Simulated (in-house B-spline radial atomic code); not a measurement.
## BP86 excitations of the boron ion B⁺

Method: BP86. Computed with a B-spline radial code for spherical atoms: linear response of the closed shell [He] 2s2 with the functional's adiabatic kernel; non-relativistic, point nucleus, no spin-orbit coupling, no double excitations, S, P, D and F terms only.

Command:
```bash
python run_td.py task.json out
```
Settings (radii: box in bohr, nucleus in fm):
```
Z                        5
electrons                4
configuration            [He] 2s2
hamiltonian              nr
method                   b88,p86
box_radius               41.61
intervals                50
```

Run time, properties included: 1 thread of Intel(R) Xeon(R) 6975P-C (Granite Rapids), with other jobs on the host.

The lowest states, in the order of their Tamm-Dancoff energies; the method's threshold (minus the highest occupied level) is 19.594 eV. Labels give the largest channel, * marks a mixed state, and oscillator strengths are full-response dipole values. Measured ¹D terms are left out, since they can mix with doubly excited terms. Semilocal kernels can invert the small singlet-triplet splittings of Rydberg terms. Energies in eV:

```tsv
state	full response	Tamm-Dancoff	oscillator strength	measured (J-weighted term)
2s → 2p 3P	3.441	4.078	-	4.631
2s → 2p 1P	8.592	9.104	0.997	9.100
2s → 3s 3S	?	?	-	?
2s → 3s 1S	15.499	15.513	-	-
2s → 3p 3P	?	?	-	?
2s → 3p 1P	16.310	16.329	0.0622	17.866
2s → 3d 3D	17.005	17.025	-	18.678
2s → 3d 1D	17.116	17.121	-	-
2s → 4s 3S	17.842	17.845	-	-
2s → 4s 1S	17.968	17.971	-	-
```

(1) Where does 2s → 3p 3P lie?

(2) Where does 2s → 3s 3S lie?

(3) How large is the singlet-triplet splitting of 2s → 2p (P terms) in Tamm-Dancoff?

(4) What polarisabilities and dispersion coefficient does the method give?

Results:

(1) At 16.178 eV in full response, 16.193 eV in Tamm-Dancoff; measured 17.853 eV.

(2) At 15.007 eV in full response, 15.016 eV in Tamm-Dancoff; measured 16.090 eV.

(3) 5.03 eV, from the unrounded values.

(4) Dipole 10.74 bohr³, quadrupole 29.4 bohr⁵, C6 29.26 hartree·bohr⁶ for two such species.
